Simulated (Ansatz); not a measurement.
Cost and result for the atomization energy of `C=C=N[SiH2]Cl` (9 atoms, 8 bonds).

```xyz
9

C     0.258   -0.022   -2.182
C    -0.264   -0.002   -0.985
N    -0.797    0.017    0.099
Si   -0.285    0.019    1.742
Cl    1.756   -0.025    1.943
H     0.459   -0.965   -2.671
H     0.500    0.906   -2.683
H    -0.840   -1.191    2.378
H    -0.786    1.262    2.359
```

Charge 0, multiplicity 1. Geometry: relaxed with PBE0-D4/def2-TZVP. It is one conformer, not always the lowest. Program: Ansatz. All runs use 4 threads of an Intel Xeon Platinum 8488C on a shared host. Times are those of one run each, without the atoms' runs, and a repeat can differ threefold. Electronic energies, without spin–orbit coupling; frozen cores. CCSD(T)/CBS adds CCSD(T) − MP2 in def2-TZVPP to the MP2 limit, and its time is that of the two runs behind it. T1 = 0.013. B3LYP takes the VWN-RPA correlation (the form of Gaussian; ORCA's B3LYP/G).

CCSD(T)/CBS is a level of theory with its own doubt, some kJ/mol a heavy atom from the limit and from the frozen cores, so smaller differences don't rank the functionals.

```json
{"level": "PBE-D4/def2-TZVPP (with forces)", "functions": "233", "wall time": "1.6 s", "atomization (kJ/mol)": "3586.2", "difference from CCSD(T)/CBS": "116.1", "per bond": "14.5"}
{"level": "PBE0-D4/def2-TZVPP", "functions": "233", "wall time": "2.1 s", "atomization (kJ/mol)": "3503.4", "difference from CCSD(T)/CBS": "33.3", "per bond": "4.2"}
{"level": "r2SCAN-D4/def2-TZVPP (with forces)", "functions": "233", "wall time": "2.7 s", "atomization (kJ/mol)": "3500.7", "difference from CCSD(T)/CBS": "30.6", "per bond": "3.8"}
{"level": "B3LYP-D4/def2-TZVPP (with forces)", "functions": "233", "wall time": "3.2 s", "atomization (kJ/mol)": "3495.0", "difference from CCSD(T)/CBS": "24.9", "per bond": "3.1"}
{"level": "B2PLYP/def2-TZVPP", "functions": "233", "wall time": "3.5 s", "atomization (kJ/mol)": "3453.1", "difference from CCSD(T)/CBS": "-17.0", "per bond": "-2.1"}
{"level": "ωB97X-V/def2-TZVPP", "functions": "233", "wall time": "4.6 s", "atomization (kJ/mol)": "3496.2", "difference from CCSD(T)/CBS": "26.1", "per bond": "3.3"}
{"level": "ωB97M-V/def2-TZVPP (with forces)", "functions": "233", "wall time": "6 s", "atomization (kJ/mol)": "3500.9", "difference from CCSD(T)/CBS": "30.8", "per bond": "3.9"}
{"level": "MP2/def2-QZVPP", "functions": "431", "wall time": "13 s", "atomization (kJ/mol)": "3512.1", "difference from CCSD(T)/CBS": "42.0", "per bond": "5.3"}
{"level": "CCSD(T)/def2-TZVPP", "functions": "233", "wall time": "47 s", "atomization (kJ/mol)": "3364.0", "difference from CCSD(T)/CBS": "-106.1", "per bond": "-13.3"}
{"level": "CCSD(T)/CBS(def2)", "functions": "–", "wall time": "60 s", "atomization (kJ/mol)": "3470.1", "difference from CCSD(T)/CBS": "0.0", "per bond": "0.0"}
```

In def2-TZVPP, CCSD(T) changes the Hartree–Fock value by +881.7 kJ/mol (the triples alone add +67.0 kJ/mol) and MP2 by +966.6 kJ/mol; breaking electron pairs costs correlation energy, which Hartree–Fock lacks. From PBE to PBE0 (25 % exact exchange), in def2-TZVPP and without D4, the atomization energy moves by −79.8 kJ/mol: exact exchange takes away binding that semilocal exchange gives to molecules. The D4 term adds +33.2 kJ/mol with B3LYP and +17.5 kJ/mol with PBE0; it sums over pairs of atoms, weighted by their polarisabilities, and B3LYP, whose exchange is more repulsive, gets the larger term.
